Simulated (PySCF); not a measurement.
BGeH6NO2, SMILES OB(O)[NH][GeH3].

The structure is a stationary point at PBE0-D3(BJ)/def2-SVP. This is a generated structure with no PubChem entry under its InChIKey; it may be hypothetical. The values are those of a single conformer.

All values below come from PBE0-D3(BJ)/def2-SVP (PySCF 2.14.0).

Frequencies are harmonic and unscaled.

```csv
mode,ν (cm⁻¹),IR (km/mol),moving atoms (share of kinetic energy)
1,91,5.7,"N 36 %, O 35 %, H 23 %"
2,110,0.6,"H 85 %, N 12 %"
3,121,3.5,"O 50 %, Ge 21 %, N 13 %, H 10 %"
4,305,18.2,"H 86 %, N 9 %"
5,346,1.8,"O 56 %, Ge 20 %, H 13 %, B 10 %"
6,461,34.8,"O 46 %, H 28 %, N 14 %, B 11 %"
7,470,69.3,"H 84 %, O 11 %"
8,489,190.5,H 95 %
9,597,35.0,"H 70 %, O 11 %"
10,637,1.2,"H 71 %, B 21 %"
11,674,94.1,"B 57 %, H 21 %, N 11 %, O 9 %"
12,751,92.8,"N 56 %, H 28 %, Ge 9 %"
13,864,176.6,H 90 %
14,875,59.3,H 99 %
15,898,33.5,H 97 %
16,926,2.0,"O 45 %, N 29 %, H 26 %"
17,985,121.1,"H 82 %, O 14 %"
18,1018,113.5,"H 75 %, O 21 %"
19,1192,48.5,"H 66 %, N 16 %, O 10 %"
20,1460,264.5,"B 72 %, O 18 %, H 8 %"
21,1490,703.0,"B 64 %, N 19 %, O 9 %, H 8 %"
22,2154,128.7,H 99 %
23,2164,141.7,H 98 %
24,2171,79.1,H 99 %
25,3681,31.4,H 93 %
26,3936,103.2,H 94 %
27,3950,71.9,H 94 %
```
